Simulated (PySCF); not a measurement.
Several orderings of computed values.

Species are written as SMILES; each is one conformer at its optimised geometry, gas phase, non-relativistic unless stated. Electronic properties by PySCF.

The conformers computed, where there is a choice (atom-mapped SMILES and torsion angles):
- `[CH3:1][S:2][Si@@H:3]([Cl:4])[CH2:5][CH2:6][SiH3:7]`: C1–S2–Si3–Cl4 51°, S2–Si3–C5–C6 -57°, Si3–C5–C6–Si7 180°
- `[O:1]=[CH:2][c:3]1[cH:4][cH:5][cH:6][c:7]([Cl:8])[cH:9]1`: O1–C2–C3–C4 0°
- `[CH3:1][CH2:2][c:3]1[n:4][n:5][s:6][c:7]1[CH3:8]`: C1–C2–C3–N4 -104°
- `[CH2:1]=[CH:2][S:3][C:4]#[N:5]`: C1–C2–S3–C4 0°
- `[CH3:1][CH2:2][C@H:3]1[CH2:4][PH2+:5]1`: C1–C2–C3–C4 -57°

Problem. Rank by smallest rotational constant, lowest first (GFN2-xTB).
A. `C1CSCC[PH2+]1`
B. `CS[Si@@H](Cl)CC[SiH3]`
C. `O=CC1=CC=CC(Cl)=C1`
D. `c1cscn1`

Solution. B (0.490 GHz), C (0.652 GHz), A (1.463 GHz), D (3.371 GHz).

Problem. Give the two extremes of that set in cm⁻¹.

Solution. `CS[Si@@H](Cl)CC[SiH3]`: 0.0163 cm⁻¹; `c1cscn1`: 0.1125 cm⁻¹.

Problem. Rank by dipole moment, lowest first (CAM-B3LYP/def2-SVPD at GFN2-xTB geometries).
A. `c1cnsc1`
B. `CCc1nnsc1C`
C. `c1cscn1`
D. `O=Cc1cccc(Cl)c1`
E. `C=CSC#N`

Solution. C (1.57 D), D (2.03 D), A (2.44 D), E (3.68 D), B (4.29 D).

Problem. By how much do the two ends of that ranking differ?

Solution. By 2.72 D, between `CCc1nnsc1C` and `c1cscn1`.

Problem. Rank by HOMO–LUMO gap, highest first (CAM-B3LYP/def2-SVPD at GFN2-xTB geometries).
A. `CC[C@H]1C[PH2+]1`
B. `O=CC1=CC=CC(Cl)=C1`
C. `CCc1nnsc1C`
D. `C=CSC#N`
E. `C1CSCC[PH2+]1`

Solution. A (10.44 eV), D (8.95 eV), E (8.63 eV), C (8.26 eV), B (7.65 eV).

Problem. Rank by static isotropic polarisability, highest first (CAM-B3LYP/def2-SVPD at GFN2-xTB geometries).
A. `c1(C=O)cccc(c1)Cl`
B. `C1[C@H](CC)[PH2+]1`
C. `C[C@H]1[C@@H](C)[PH2+]1`
D. `CCC1=C(C)SN=N1`

Solution. A (97.7 au), D (88.5 au), C (70.0 au), B (63.1 au).

Problem. Rank by electronic spatial extent ⟨r²⟩ about the centre of nuclear charge, lowest first (CAM-B3LYP/def2-SVPD at GFN2-xTB geometries).
A. `[C@H]1([C@@H]([PH2+]1)C)C`
B. `CC[C@H]1C[PH2+]1`
C. `O=Cc1cccc(Cl)c1`
D. `CCc1nnsc1C`
E. `C=CSC#N`

Solution. E (497 bohr²), B (570 bohr²), A (585 bohr²), D (1136 bohr²), C (1576 bohr²).

Problem. Rank by lowest triplet excitation (Tamm–Dancoff), lowest first (TDA CAM-B3LYP/def2-SVPD at GFN2-xTB geometries).
A. `C=CSC#N`
B. `c1cnsc1`
C. `C1CSCC[PH2+]1`
D. `c1cscn1`
E. `C[C@@H]1[PH2+][C@@H]1C`
F. `CC[C@H]1C[PH2+]1`

Solution. E (3.73 eV), D (3.90 eV), A (4.05 eV), B (4.15 eV), C (5.15 eV), F (5.66 eV).

Problem. By how much do the two ends of that ranking differ?

Solution. By 1.93 eV, between `CC[C@H]1C[PH2+]1` and `C[C@@H]1[PH2+][C@@H]1C`.
